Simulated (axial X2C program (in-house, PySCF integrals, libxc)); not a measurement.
## Outer orbitals of BeB at 1.961 Å, HF

All values were computed with an in-house all-electron X2C program for linear molecules (integrals from PySCF). Spin-free means the one-electron spin-free X2C Hamiltonian; two-component (2c) means X2C with spin–orbit coupling and atomic mean-field two-electron Coulomb and Gaunt terms, so the difference of the two also holds small scalar two-electron terms. Basis: B dyall-v3z [7s6p2d1f], Be dyall-cv3z [8s8p3d1f] (cores contracted in-house); Gaussian nuclei, density fitting, unrestricted open shells. Masses: B 11.009 u, Be 9.012 u.

The distance is close to the 2c PBE0 minimum; the highest filled and lowest empty levels are listed.

Spin-free orbitals, state M_S = 1/2, Λ = 1 (beyond evenly filled blocks: π+α) (Löwdin shares):

```csv
symmetry,occupied,ε (eV),atomic character
σα,yes,-16.15,"60% B s, 21% Be s, 13% Be p"
σβ,yes,-14.19,"56% B s, 24% Be s, 12% Be p"
π+α,yes,-8.06,"76% B p, 19% Be p, 4% Be d"
σα,yes,-8.02,"40% B p, 36% Be s, 11% B s"
σβ,yes,-7.50,"42% B p, 31% Be s, 13% B s"
σα,no,-0.34,"36% Be p, 32% B p, 26% Be s"
σβ,no,-0.27,"38% Be p, 30% B p, 27% Be s"
π-α,no,-0.05,"57% Be p, 42% B p"
π-β,no,0.46,"71% Be p, 28% B p"
π+β,no,0.46,"71% Be p, 28% B p"
```

Spinors with spin–orbit coupling (state Ω = 1/2):

```tsv
ω	occupied	ε (eV)	atomic character	λ mixture
-1/2	yes	-16.15	60% B s, 21% Be s, 13% Be p	100% σ
1/2	yes	-14.19	56% B s, 24% Be s, 12% Be p	100% σ
1/2	yes	-8.06	76% B p, 19% Be p, 4% Be d	100% π
-1/2	yes	-8.02	40% B p, 36% Be s, 11% B s	100% σ
1/2	yes	-7.50	42% B p, 31% Be s, 13% B s	100% σ
-1/2	no	-0.34	36% Be p, 32% B p, 26% Be s	100% σ
1/2	no	-0.27	38% Be p, 30% B p, 27% Be s	100% σ
-3/2	no	-0.05	57% Be p, 42% B p	100% π
-1/2	no	0.46	71% Be p, 28% B p	100% π
3/2	no	0.46	71% Be p, 28% B p	100% π
```

Mulliken charges and populations of the two-component result (they depend on the basis, above all on diffuse functions):

B -0.18 e (s 3.84 p 1.32 d 0.02), Be 0.18 e (s 3.51 p 0.29 d 0.02). ⟨Lz⟩ = 1.00 ħ and ⟨Sz⟩ = -0.50 ħ (-0.41 and -0.09 on the two atoms), which add up to Ω.

The state is one determinant whose occupation by symmetry is held fixed; it was picked as the lowest of a PBE0 search that is not exhaustive. PBE0 can misorder states that lie within some tenths of an eV, so this need not be the ground state of the molecule. The nearest other spin-free determinant of the search, M_S = 3/2, Λ = 1, lies 0.14 eV up at the distance of the search.
